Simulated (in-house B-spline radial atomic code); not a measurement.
Successive ionisation energies of titanium; each step leads to the configuration of the next row (after the last: [Ne] 3s2). Dirac energy differences include first-order Breit, QED and recoil terms. NIST's values go from ground level to ground level; the uncertainty of those that are theory runs from under 0.1 % in few-electron ions to several per cent in heavy many-electron ones. Computed with a radial B-spline atomic code at the basis-set limit: Dirac-Hartree-Fock, average of the configuration, finite nuclei.

| ion | configuration | ionisation energy (eV) | tabulated value (eV) | computed minus tabulated (eV) | highest orbital | largest mean radius (bohr) |
| --- | --- | --- | --- | --- | --- | --- |
| Ti | [Ar] 3d2 4s2 | 5.84 | 6.82812 | -0.99 | 4s1/2 | 3.741 |
| Ti+ | [Ar] 3d2 4s1 | 12.72 | 13.5755 | -0.86 | 4s1/2 | 3.3257 |
| Ti2+ | [Ar] 3d2 | 25.52 | 27.49171 | -1.98 | 3d5/2 | 1.4106 |
| Ti3+ | [Ar] 3d1 | 42.21 | 43.26717 | -1.06 | 3d5/2 | 1.2536 |
| Ti4+ | [Ne] 3s2 3p6 | 98.30 | 99.299 | -1.00 | 3p3/2 | 1.0337 |
| Ti5+ | [Ne] 3s2 3p5 | ? | ? | ? | ? | ? |
| Ti6+ | [Ne] 3s2 3p4 | 141.98 | 140.68 | 1.30 | 3p3/2 | 0.9725 |
| Ti7+ | [Ne] 3s2 3p3 | ? | ? | ? | ? | ? |
| Ti8+ | [Ne] 3s2 3p2 | ? | ? | ? | ? | ? |
| Ti9+ | [Ne] 3s2 3p1 | 215.00 | 215.92 | -0.92 | 3p3/2 | 0.89763 |

Fill in the row of Ti5+.

ionisation energy (eV): 119.62; tabulated value (eV): 119.533; computed minus tabulated (eV): 0.09; highest orbital: 3p3/2; largest mean radius (bohr): 1.0015.

Fill in the row of Ti7+.

ionisation energy (eV): 165.35; tabulated value (eV): 170.5; computed minus tabulated (eV): -5.15; highest orbital: 3p3/2; largest mean radius (bohr): 0.94574.

Fill in the row of Ti8+.

ionisation energy (eV): 189.69; tabulated value (eV): 192.1; computed minus tabulated (eV): -2.41; highest orbital: 3p3/2; largest mean radius (bohr): 0.92088.

Where is the largest jump?

From Ti3+ to Ti4+, by a factor of 2.33 (42.21 to 98.298 eV); the highest orbital goes from 3d5/2 to 3p3/2.

Where a p, d or f electron is removed, the computed value is a mean over both j, so it misses the tabulated one by a part of the spin-orbit splitting; averaging over terms and missing correlation add to the gap, relatively most at low charge.
